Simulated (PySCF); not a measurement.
Cl4Sn (SMILES [Cl][Sn]([Cl])([Cl])[Cl]), singlet, at a GFN2-xTB geometry (such geometries of metal compounds can be far from the true shape) (all electrons, no relativity); PySCF with B3LYP5/STO-3G.

Here is a job for PySCF.
```python
from pyscf import gto, scf, dft

mol = gto.Mole()
mol.atom = '''
    Cl   -1.800326   -0.844165   -1.188518
    Sn    0.000000    0.000000   -0.000000
    Cl   -0.316765    2.263579    0.377138
    Cl    1.945281   -0.315132   -1.217759
    Cl    0.171811   -1.104282    2.029139
'''
mol.basis = 'sto-3g'
mol.charge = 0
mol.spin = 0
mol.verbose = 4
mol.build()

mf = dft.RKS(mol)
mf.xc = 'b3lyp5'
mf.kernel()
```

Output, abridged:

```
PySCF version 2.14.0

[INPUT] verbose = 4
[INPUT] num. atoms = 5
[INPUT] num. electrons = 118
[INPUT] charge = 0
[INPUT] spin (= nelec alpha-beta = 2S) = 0
[INPUT] symmetry False subgroup None
[INPUT] Mole.unit = angstrom
[INPUT] Symbol           X                Y                Z      unit          X                Y                Z       unit  Magmom
[INPUT]  1 Cl    -1.800326000000  -0.844165000000  -1.188518000000 AA   -3.402123074934  -1.595240653943  -2.245973514116 Bohr   0.0
[INPUT]  2 Sn     0.000000000000   0.000000000000   0.000000000000 AA    0.000000000000   0.000000000000   0.000000000000 Bohr   0.0
[INPUT]  3 Cl    -0.316765000000   2.263579000000   0.377138000000 AA   -0.598599095848   4.277544371317   0.712687531166 Bohr   0.0
[INPUT]  4 Cl     1.945281000000  -0.315132000000  -1.217759000000 AA    3.676048325320  -0.595513173086  -2.301230995724 Bohr   0.0
[INPUT]  5 Cl     0.171811000000  -1.104282000000   2.029139000000 AA    0.324675735188  -2.086790544287   3.834516978674 Bohr   0.0

nuclear repulsion = 1019.23995728297
number of shells = 31
number of NR pGTOs = 189
number of NR cGTOs = 63
basis = sto-3g
ecp = {}

******** <class 'pyscf.dft.rks.RKS'> ********
method = RKS
initial guess = minao
damping factor = 0
level_shift factor = 0
DIIS = <class 'pyscf.scf.diis.CDIIS'>
diis_start_cycle = 1
diis_space = 8
diis_damp = 0
SCF conv_tol = 1e-09
SCF conv_tol_grad = None
SCF max_cycles = 50
direct_scf = True
direct_scf_tol = 1e-13
XC library pyscf.dft.libxc version 7.1.2
    S. Lehtola, C. Steigemann, M. J. T. Oliveira, and M. A. L. Marques,  SoftwareX 7, 1–5 (2018)
XC functionals = b3lyp5
    P. A. M. Dirac,  Math. Proc. Cambridge Philos. Soc. 26, 376 (1930)
    F. Bloch,  Z. Phys. 57, 545 (1929)
    A. D. Becke,  Phys. Rev. A 38, 3098 (1988)
    C. Lee, W. Yang, and R. G. Parr,  Phys. Rev. B 37, 785 (1988)
    B. Miehlich, A. Savin, H. Stoll, and H. Preuss,  Chem. Phys. Lett. 157, 200 (1989)
    S. H. Vosko, L. Wilk, and M. Nusair,  Can. J. Phys. 58, 1200 (1980)
radial grids:
    Treutler-Ahlrichs [JCP 102, 346 (1995); DOI:10.1063/1.469408] (M4) radial grids

becke partition: Becke, JCP 88, 2547 (1988); DOI:10.1063/1.454033
pruning grids: <function nwchem_prune>
grids dens level: 3
symmetrized grids: False
atomic radii adjust function: <function treutler_atomic_radii_adjust>
small_rho_cutoff = 0
Set gradient conv threshold to 3.16228e-05
Initial guess from minao.
tot grids = 97480
init E= -7768.55431475184
  HOMO = -0.647142556349331  LUMO = -0.413266505585246  gap/eV = 6.36409
cycle= 1 E= -7785.83721456306  delta_E= -17.3  |g|= 0.214  |ddm|= 3.11
  HOMO = -0.275348221770349  LUMO = -0.010486932379774  gap/eV = 7.20724
cycle= 2 E= -7785.84596031134  delta_E= -0.00875  |g|= 0.0201  |ddm|= 0.28
  HOMO = -0.2775556773496  LUMO = -0.00703527941831252  gap/eV = 7.36123
cycle= 3 E= -7785.84607842157  delta_E= -0.000118  |g|= 0.014  |ddm|= 0.091
  HOMO = -0.277096635654457  LUMO = -0.0088927272224975  gap/eV = 7.29820
cycle= 4 E= -7785.84619455792  delta_E= -0.000116  |g|= 0.000232  |ddm|= 0.0379
  HOMO = -0.27713173401273  LUMO = -0.00888227129882493  gap/eV = 7.29944
cycle= 5 E= -7785.8461945932  delta_E= -3.53e-08  |g|= 3.17e-06  |ddm|= 0.000781
  HOMO = -0.277130411482391  LUMO = -0.00888086211396433  gap/eV = 7.29944
cycle= 6 E= -7785.84619459318  delta_E= 1.64e-11  |g|= 2.38e-07  |ddm|= 1.35e-05
  HOMO = -0.277130450001093  LUMO = -0.008880929591015  gap/eV = 7.29944
Extra cycle  E= -7785.84619459322  delta_E= -3.82e-11  |g|= 1.3e-07  |ddm|= 1.25e-06
converged SCF energy = -7785.84619459322
```
